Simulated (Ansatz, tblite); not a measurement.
Removing and adding an electron: PtO2. The state is a singlet with charge 0. Geometry: PBE-D4/def2-TZVP. Ansatz, gas phase; energy differences of separate SCF runs; the oxidised species was run as a doublet alone; the reduced species was run as a doublet alone.

```xyz
3

Pt    0.000    0.000    0.000
O    -1.424   -0.829    0.460
O     1.424    0.829   -0.460
```

In the def2 sets Pt takes a core potential; there is no spin–orbit coupling. The xTB rows come from tblite. HOMO above LUMO, or a gap near zero within one spin, warns that the state may not be the lowest or that an electron is smeared out. The structure comes from a short search, and lower isomers may exist.

```json
{"level": "GFN1-xTB", "−HOMO (eV)": "14.46", "vertical IE (eV)": "19.36", "−LUMO (eV)": "13.05", "vertical EA (eV)": "8.41", "HOMO–LUMO gap (eV)": "1.41", "IE − EA (eV)": "10.95", "remarks": "–"}
{"level": "GFN2-xTB", "−HOMO (eV)": "12.41", "vertical IE (eV)": "16.57", "−LUMO (eV)": "10.39", "vertical EA (eV)": "6.55", "HOMO–LUMO gap (eV)": "2.02", "IE − EA (eV)": "10.02", "remarks": "–"}
{"level": "PBE-D4/def2-TZVP", "−HOMO (eV)": "7.58", "vertical IE (eV)": "11.14", "−LUMO (eV)": "6.04", "vertical EA (eV)": "–", "HOMO–LUMO gap (eV)": "1.53", "IE − EA (eV)": "–", "remarks": "–"}
{"level": "PBE-D4/def2-TZVPD", "−HOMO (eV)": "7.58", "vertical IE (eV)": "–", "−LUMO (eV)": "6.06", "vertical EA (eV)": "2.36", "HOMO–LUMO gap (eV)": "1.52", "IE − EA (eV)": "–", "remarks": "HOMO above zero (-1 doublet), gap within one spin near zero (-1 doublet)"}
{"level": "r2SCAN-D4/def2-TZVPD", "−HOMO (eV)": "7.93", "vertical IE (eV)": "–", "−LUMO (eV)": "6.09", "vertical EA (eV)": "2.54", "HOMO–LUMO gap (eV)": "1.85", "IE − EA (eV)": "–", "remarks": "HOMO above zero (-1 doublet)"}
{"level": "PBE0-D4/def2-TZVPD", "−HOMO (eV)": "8.95", "vertical IE (eV)": "–", "−LUMO (eV)": "5.23", "vertical EA (eV)": "2.81", "HOMO–LUMO gap (eV)": "3.72", "IE − EA (eV)": "–", "remarks": "–"}
```

Run but left out: HF/def2-TZVPP, MP2/def2-TZVPP, CCSD/def2-TZVPP, CCSD(T)/def2-TZVPP, HF/def2-TZVPD, MP2/def2-TZVPD, CCSD/def2-TZVPD, CCSD(T)/def2-TZVPD (flagged by the program: large difference); r2SCAN-D4/def2-TZVP (charge +1 doublet: ⟨S²⟩ 1.09, where a pure state has 0.75); PBE0-D4/def2-TZVP (singlet: restricted singlet, unstable towards broken spin symmetry).   A HOMO above zero means that the electron is unbound at that level or that self-interaction error raises the level; the energy of removing that electron tells which. Raw xTB energy differences between charge states are shifted by several eV; the methods need an empirical correction for them.
